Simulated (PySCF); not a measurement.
Below is a simulated gas-phase C 1s photoelectron spectrum of `C1CCC2(C1)CCCC2`.

Every computed line was given a Gaussian of 0.7 eV full width at half maximum and an area set by the number of equivalent atoms; the highest printed point is 100. Level of theory: PySCF 2.14.0, delta-SCF UKS SCAN, pcX-2 on the ionised atom, pcseg-1 elsewhere, spin-free X2C.

binding energy (eV), intensity and a bar:
```
    289.0          0 
    289.1          1 
    289.2          2 
    289.3          4 #
    289.4          9 ###
    289.5         18 #####
    289.6         31 #########
    289.7         48 ###############
    289.8         68 ####################
    289.9         86 ##########################
    290.0         98 #############################
    290.1        100 ##############################
    290.2         92 ############################
    290.3         76 #######################
    290.4         56 #################
    290.5         38 ###########
    290.6         23 #######
    290.7         12 ####
    290.8          6 ##
    290.9          3 #
    291.0          1 
    291.1          0 
    291.2          0
```

Task: Count the maxima, the lines and the sites behind this envelope.

Result: The curve has 1 maximum (at 290.1 eV). Under it lie 3 lines from 3 inequivalent carbon sites. At this width some lines have no maximum of their own.

Task: Decompose the envelope and assign each component. Numbering: `[CH2:1]1[CH2:2][CH2:3][C:4]2([CH2:5]1)[CH2:6][CH2:7][CH2:8][CH2:9]2`.

Result: 
| position (eV) | relative area | line | atoms | environment |
| --- | --- | --- | --- | --- |
| 290.00 | 4 | C 1s | C3/C5/C6/C9 | ring CH2 carbon |
| 290.01 | 1 | C 1s | C4 | sp3 carbon at a ring junction |
| 290.15 | 4 | C 1s | C1/C2/C7/C8 | ring CH2 carbon |

Task: What are the centre and the root-mean-square width of the whole band?

Result: The area-weighted mean of the lines is 290.07 eV. Their own spread about it is 0.07 eV (rms) and each Gaussian has σ = 0.7/2.355 = 0.30 eV; the variances add, which gives 0.31 eV.

The 3 C 1s values lie within 0.15 eV of each other; Gaussian lines of 0.5 eV full width would blend them into one maximum.

Shake-up satellites, vibrational structure and lifetime widths aren't simulated. One atom of each set of topologically equivalent atoms was ionised and stands for the set; in this conformer not all members are related by symmetry, and their own values weren't computed. The structure is a single PBE0-D3(BJ)/def2-SVP conformer in the gas phase; no vibrational or solvent corrections.

Time: 53 s wall. Hardware: Arm Neoverse V2, one thread, shared host.
